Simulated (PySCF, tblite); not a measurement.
C4H4F3O (charge -1).
Bonds: C1–C2 (double), C2–O3, C2–C4, C4–C5, C5–F6, C5–F7, C5–F8. Hydrogens: H9, H10 on C1; H11, H12 on C4.
Bond orders are those of one Lewis drawing.

Computed with GFN2-xTB (tblite), gas phase: Langevin dynamics at 200 K from the optimised GFN2-xTB geometry, time step 0.5 fs, friction 0.01 fs⁻¹, 2000 steps. Over the second half of the run the saved frames average 205 K.

Frame at 250 fs, instantaneous temperature 192 K:
```
atom  x, y, z in Å
C1      1.313   -0.789   -0.130
C2      0.642   -0.308    0.947
O3      0.867   -0.533    2.162
C4     -0.496    0.770    0.551
C5     -1.722    0.291   -0.137
F6     -2.388    1.479   -0.486
F7     -1.706   -0.353   -1.297
F8     -2.640   -0.333    0.618
H9      0.929   -0.546   -1.084
H10     2.214   -1.406   -0.075
H11    -0.938    1.113    1.483
H12    -0.021    1.623    0.001
```

Frame at 425 fs, instantaneous temperature 282 K:
```
atom  x, y, z in Å
C1      1.422   -0.668    0.361
C2      0.283   -0.614    1.110
O3     -0.005   -1.345    2.080
C4     -0.761    0.720    0.814
C5     -1.841    0.259   -0.145
F6     -2.690    1.273   -0.572
F7     -1.335   -0.243   -1.299
F8     -2.732   -0.610    0.340
H9      1.480   -0.036   -0.532
H10     2.063   -1.514    0.406
H11    -1.277    1.083    1.696
H12    -0.265    1.518    0.274
```

Frame at 625 fs, instantaneous temperature 206 K:
```
atom  x, y, z in Å
C1      1.245   -0.926    0.368
C2      0.128   -0.785    1.115
O3     -0.418   -1.554    1.952
C4     -0.795    0.516    0.884
C5     -1.813    0.105   -0.163
F6     -2.707    1.098   -0.472
F7     -1.292   -0.306   -1.267
F8     -2.715   -0.828    0.299
H9      1.539   -0.203   -0.458
H10     1.730   -1.873    0.315
H11    -1.254    0.729    1.862
H12    -0.302    1.379    0.394
```

Frame at 800 fs, instantaneous temperature 156 K:
```
atom  x, y, z in Å
C1      1.163   -0.412    0.172
C2      0.075   -0.688    0.920
O3     -0.052   -1.590    1.764
C4     -1.195    0.337    0.821
C5     -2.018    0.193   -0.405
F6     -2.972    1.184   -0.518
F7     -1.398    0.273   -1.647
F8     -2.704   -0.936   -0.447
H9      1.172    0.306   -0.689
H10     2.005   -1.098    0.115
H11    -1.763    0.006    1.701
H12    -0.784    1.347    0.867
```

Frame at 1000 fs, instantaneous temperature 176 K:
```
atom  x, y, z in Å
C1      1.173   -0.576    0.445
C2     -0.005   -0.937    1.019
O3     -0.342   -2.073    1.510
C4     -1.115    0.196    1.049
C5     -1.858    0.099   -0.247
F6     -2.972    0.986   -0.330
F7     -1.149    0.514   -1.311
F8     -2.319   -1.075   -0.531
H9      1.300    0.469    0.137
H10     1.984   -1.282    0.453
H11    -1.760   -0.051    1.914
H12    -0.591    1.170    1.172
```

Task: What do single points at PBE0/pcSseg-1 (PySCF, gas phase) give on these frames?

Result: 
```json
{"t (fs)": "250", "GFN2-xTB E above start (eV)": "0.32", "DFT E above lowest frame (eV)": "0.19", "HOMO (eV)": "0.03", "LUMO (eV)": "5.62"}
{"t (fs)": "425", "GFN2-xTB E above start (eV)": "0.28", "DFT E above lowest frame (eV)": "0.13", "HOMO (eV)": "-0.07", "LUMO (eV)": "5.85"}
{"t (fs)": "625", "GFN2-xTB E above start (eV)": "0.36", "DFT E above lowest frame (eV)": "0.16", "HOMO (eV)": "-0.09", "LUMO (eV)": "5.89"}
{"t (fs)": "800", "GFN2-xTB E above start (eV)": "0.22", "DFT E above lowest frame (eV)": "0.05", "HOMO (eV)": "-0.03", "LUMO (eV)": "5.82"}
{"t (fs)": "1000", "GFN2-xTB E above start (eV)": "0.18", "DFT E above lowest frame (eV)": "0.00", "HOMO (eV)": "-0.04", "LUMO (eV)": "5.73"}
```

The two levels order the frames alike by energy but for pairs within 0.08 eV at one level; measured from each level's lowest frame they differ by 0.05 eV at most. The HOMO–LUMO gap runs from 5.59 to 5.98 eV. These are instantaneous structures, not minima. An orbital of positive energy is held in place by the finite basis.

Task: And the isotropic GIAO shieldings (ppm) from the same runs?

Result: 
```json
{"atom": "C1", "250 fs": "131.5", "425 fs": "132.6", "625 fs": "131.7", "800 fs": "133.5", "1000 fs": "124.9", "mean": "130.8", "range": "8.6"}
{"atom": "C2", "250 fs": "21.2", "425 fs": "14.4", "625 fs": "18.7", "800 fs": "22.3", "1000 fs": "13.6", "mean": "18.0", "range": "8.7"}
{"atom": "O3", "250 fs": "-7.5", "425 fs": "-11.9", "625 fs": "-14.7", "800 fs": "-14.6", "1000 fs": "-15.6", "mean": "-12.9", "range": "8.1"}
{"atom": "C4", "250 fs": "130.2", "425 fs": "133.7", "625 fs": "130.0", "800 fs": "130.2", "1000 fs": "130.9", "mean": "131.0", "range": "3.7"}
{"atom": "C5", "250 fs": "47.1", "425 fs": "42.9", "625 fs": "48.5", "800 fs": "44.2", "1000 fs": "47.3", "mean": "46.0", "range": "5.6"}
{"atom": "F6", "250 fs": "207.9", "425 fs": "227.5", "625 fs": "238.5", "800 fs": "228.4", "1000 fs": "220.1", "mean": "224.5", "range": "30.6"}
{"atom": "F7", "250 fs": "263.1", "425 fs": "245.7", "625 fs": "270.6", "800 fs": "238.9", "1000 fs": "246.3", "mean": "252.9", "range": "31.7"}
{"atom": "F8", "250 fs": "250.9", "425 fs": "254.1", "625 fs": "241.7", "800 fs": "255.3", "1000 fs": "266.5", "mean": "253.7", "range": "24.8"}
{"atom": "H9", "250 fs": "30.3", "425 fs": "29.9", "625 fs": "28.8", "800 fs": "29.2", "1000 fs": "28.9", "mean": "29.4", "range": "1.5"}
{"atom": "H10", "250 fs": "29.0", "425 fs": "29.6", "625 fs": "29.7", "800 fs": "29.4", "1000 fs": "28.9", "mean": "29.3", "range": "0.8"}
{"atom": "H11", "250 fs": "30.1", "425 fs": "30.4", "625 fs": "29.2", "800 fs": "29.4", "1000 fs": "29.4", "mean": "29.7", "range": "1.2"}
{"atom": "H12", "250 fs": "27.4", "425 fs": "29.3", "625 fs": "28.9", "800 fs": "28.2", "1000 fs": "28.0", "mean": "28.4", "range": "1.9"}
```

The cost below is that of the whole dynamics run. Rough CPU time on one thread of a shared machine: about 27 s.
